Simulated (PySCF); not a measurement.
A made-up structure of BH₃TeO, closed shell:

| atom | x (Å) | y (Å) | z (Å) |
| --- | --- | --- | --- |
| B1 | -0.9077 | 0.5018 | -0.5771 |
| Te2 | -0.4615 | -1.2007 | 0.5263 |
| O3 | 1.2408 | -0.6851 | 1.3674 |
| H4 | -1.9354 | 0.4717 | -1.1835 |
| H5 | -0.1594 | 1.4277 | -0.5894 |
| H6 | -1.0657 | -2.7706 | 0.3640 |

It is relaxed with PBE-D4/def2-SVP and then PBE0-D4/def2-TZVP (PySCF 2.14 with density fitting (its default auxiliary sets; JK sets also for MP2 and CCSD(T))). Atoms count as bonded within 1.22 times the sum of their covalent radii (H–H: 0.88 Å). The end point is not checked to be a true minimum.

Question: Does its bonding change? (Judge from chemistry; the calculation decides.)

Answer: Computed: Yes. Formed: B1–H6; broken: none.

Where it ends: The first stage lowers the energy by 1.83 eV in 36 steps. It ends as BH₃TeO ([O][Te]1[H][BH2]1):
| atom | x (Å) | y (Å) | z (Å) |
| --- | --- | --- | --- |
| B1 | -0.9148 | 0.0573 | -0.5651 |
| Te2 | -0.5190 | -0.8590 | 1.3244 |
| O3 | 1.2481 | -1.0966 | 1.5295 |
| H4 | -2.0527 | 0.4125 | -0.6619 |
| H5 | -0.0034 | 0.4550 | -1.2187 |
| H6 | -0.9574 | -1.2765 | -0.6029 |

Labels in which every atom is bracketed show which atoms are joined, not bond orders.

For scale, one of the runs: PBE0-D4/def2-TZVP relaxation, 130 basis functions, launched by `OMP_NUM_THREADS=2 python run.py`. Time: 110 s of wall clock on 2 CPU threads of an Intel Xeon Platinum 8375C; the host was shared. Peak host memory: 1.2 GiB.
